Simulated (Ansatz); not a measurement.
One change: `CB1C[SiH2]O1` becomes `[SiH3]B1C[SiH2]O1`.

Ansatz, PBE0-D4/def2-TZVP geometries, multiplicity 1. 

```csv
property,`CB1C[SiH2]O1`
size of the dipole moment (PBE/def2-TZVPP) / D,1.34
LUMO energy (B3LYP/def2-TZVPP) / eV,-0.09
HOMO–LUMO gap (PBE/def2-TZVPP) / eV,5.70
HOMO–LUMO gap (B3LYP/def2-TZVPP) / eV,7.54
LUMO energy (PBE/def2-TZVPP) / eV,-0.86
size of the dipole moment (B3LYP/def2-TZVPP) / D,1.41
```

Problem. Give the same properties after the change, and the shifts. (Best estimate.)

Solution. Computed: 
| property | `[SiH3]B1C[SiH2]O1` | shift |
| --- | --- | --- |
| size of the dipole moment (PBE/def2-TZVPP) / D | 1.91 | 0.57 |
| LUMO energy (B3LYP/def2-TZVPP) / eV | -1.19 | -1.10 |
| HOMO–LUMO gap (PBE/def2-TZVPP) / eV | 4.28 | -1.42 |
| HOMO–LUMO gap (B3LYP/def2-TZVPP) / eV | 6.05 | -1.49 |
| LUMO energy (PBE/def2-TZVPP) / eV | -1.99 | -1.13 |
| size of the dipole moment (B3LYP/def2-TZVPP) / D | 1.96 | 0.55 |

With PBE0 the HOMO rises by 0.39 eV and the LUMO falls by 1.14 eV, so the gap narrows by about 1.53 eV. PBE moves the HOMO by 0.29 eV and ωB97M-V by 0.50 eV. Dipoles are sizes alone; their direction can turn.

Positive LUMOs are unbound, so they and the gaps depend on the basis.

B3LYP here is the variant with VWN-RPA as its local correlation; programs differ in this.
